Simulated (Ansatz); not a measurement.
Calculated with Ansatz (gas phase, PBE0-D4/def2-TZVP geometries, no zero-point term in ΔE). CBS: MP2 limit from def2 TZ/QZ plus the TZ coupled-cluster correction, frozen cores. def2 core potentials past Kr. For As, Se, Sn outer-core shells are correlated without core-valence functions, which leaves a few kJ/mol of doubt a bond. Scalar relativity is left out up to krypton. One conformer a species, not always the lowest.

Reaction (redistribution): `C[O][SnH2][Se]C` + `O[AsH2]` → `C[Se][AsH2]` + `C[O][SnH2][OH]`

| species | HF/def2-QZVPP energy (Eh) |
| --- | --- |
| `C[O][SnH2][Se]C` | -2768.58628 |
| `O[AsH2]` | -2310.88596 |
| `C[Se][AsH2]` | -4674.94130 |
| `C[O][SnH2][OH]` | -404.53551 |

(1) Work out ΔE.

Largest T1 diagnostic among the species: 0.014.

Answers

(1) ΔE = (-4674.94130) + (-404.53551) − (-2768.58628) − (-2310.88596) = -0.00457 Eh = -12.0 kJ/mol. CCSD(T)/CBS gives -8.5 kJ/mol.

The D4 term adds +4.2 kJ/mol with B3LYP and +2.8 kJ/mol with PBE0; it sums over pairs of atoms, weighted by their polarisabilities, and B3LYP, whose exchange is more repulsive, gets the larger term. In def2-TZVPP, CCSD(T) changes the Hartree–Fock value by +3.8 kJ/mol (the triples alone add +0.8 kJ/mol) and MP2 by +3.7 kJ/mol.

B3LYP here is the variant with VWN-RPA as its local correlation; programs differ in this.
